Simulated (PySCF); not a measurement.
## Spinor energies of Pt³³⁺ (platinum, charge +33)

Start: [Kr] 4d9; 4d3/2 filled at m_j = -1/2, +1/2, +3/2; 4d5/2 filled at m_j = -5/2, -3/2, -1/2, +1/2, +3/2, +5/2. Calculated with PySCF 2.14 in an uncontracted even-tempered set (17 s from 3.3 bohr⁻², ratio 2.8; 14 p from 4.3 bohr⁻², ratio 2.8; 9 d from 4.3 bohr⁻², ratio 2.8; 3 f from 20 bohr⁻², ratio 3): generalised Hartree-Fock with the X2C-1e Hamiltonian and a Gaussian nucleus; one run each with spin-orbit coupling (SO) screened by Boettger's factors, then bare. This is a chosen level, not necessarily the ground level.

```tsv
spinor shell	electrons	ε, screened SO (eV)	ε, bare SO (eV)	weight of nominal j (bare SO)	rms radius, bare SO (bohr)
1s1/2	2	-80083.2	-80081.4	1.000	0.0194
2s1/2	2	-15278.9	-15278.4	1.000	0.0783
2p1/2	2	-14672.2	-14712.1	1.000	0.0662
2p3/2	4	-12940.1	-12927.8	1.000	0.0743
3s1/2	2	-4630.8	-4630.7	1.000	0.199
3p1/2	2	-4362.5	-4371.3	1.000	0.190
3p3/2	4	-3971.4	-3968.7	1.000	0.206
3d3/2	4	-3530.3	-3538.0	1.000	0.180
4s1/2	2	-1907.2	-1907.2	1.000	0.414
4p1/2	2	-1783.8	-1786.4	1.000	0.415
4p3/2	4	-1673.0	-1672.1	1.000	0.444
4d3/2	3	-1480.2	-1482.3	0.998	0.435
4d5/2	6	-1457.2	-1455.9	0.999	0.444
```

(1) Where does 3d5/2 lie, and what is the 3d spin-orbit splitting (bare SO)?

```csv
quantity,screened SO,bare SO
E (hartree),-17847.09819,-17848.71045
M_J,3/2,3/2
⟨J²⟩,3.750,3.750
⟨L²⟩,6.105,6.113
⟨S²⟩,0.854,0.862
```

Each row is a mean over spinors that exchange with the open shell spreads, by up to 13.418 eV (4p1/2).

Breit and QED terms are absent; they matter most for the inner s and p1/2 levels.

Densities and radii are taken from the X2C orbitals without a picture-change correction, which distorts them close to the nucleus.

Answers

(1) At -3443.3 eV, 94.680 eV above 3d3/2.
